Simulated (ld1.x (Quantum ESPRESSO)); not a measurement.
sulfur, RRKJ: configuration errors across variants

ld1.x (Quantum ESPRESSO) 7.5 input, shortened:

```
&input
   title='S', zed=16., rel=1, dft='PBESOL', iswitch=3,
   config='[Ne] 3s2 3p4'
 /
 &inputp
   pseudotype=2, tm=.false., rho0=0.01, lloc=0,
   nlcc=.true., rcore=0.95
 /
2
3P  2  1   4.00   0.00  1.30  1.30  0.0
3S  1  0   2.00   0.00  1.35  1.35  0.0
 &test
   configts(1)='3s2 3p4'
 /
```

All-electron excitation energies from the reference (eV): (1) 3s2 3p3 11.733; (2) 3s2 3p2 33.974; (3) 3s2 3p1 67.974; (4) 3s2 3p0 114.733; (5) 3s2 3p3.5 4.643; (6) 3s0 3p6 20.679; (7) 3s2 3p4.3 -1.700.

3 further variants failed, have other tests or another functional or relativity, and are left out.

Errors AE − PS in meV (a dash: test not solved or not reliable):

| change | (1) | (2) | (3) | (4) | (5) | (6) | (7) | bound ghosts |
| --- | --- | --- | --- | --- | --- | --- | --- | --- |
| base | +3.1 | +22 | +74 | +173 | +0.4 | +0.3 | +0.3 | none |
| wave 3p (bound): rc 1.30 bohr becomes 3p (bound): rc 1.90 bohr | +3.4 | +27 | +99 | +258 | +0.4 | -13 | +0.3 | none |
| all radii but the core radius scaled by about 0.82 (s 1.10, p 1.06 bohr) | +4.7 | +28 | +81 | +155 | +0.8 | +6.4 | +0.3 | none |
| local potential all-electron potential smoothed inside 1.20 bohr (lloc = -1) | +4.2 | +29 | +94 | +218 | +0.6 | +7.5 | +0.3 | none |
| wave 3s (bound): rc 1.35 bohr becomes 3s (bound): rc 1.40 bohr | +3.1 | +22 | +74 | +173 | +0.4 | +0.3 | +0.3 | none |
| core correction a·sin(br)/r model core inside 1.46 bohr | +2.7 | +21 | +74 | +186 | +0.3 | +5.0 | +0.3 | none |

Question: Give the same row for: core correction a·sin(br)/r model core inside 1.42 bohr.

Answer: +2.7, +21, +72, +178, +0.3, +3.6, +0.3; bound ghosts: none.
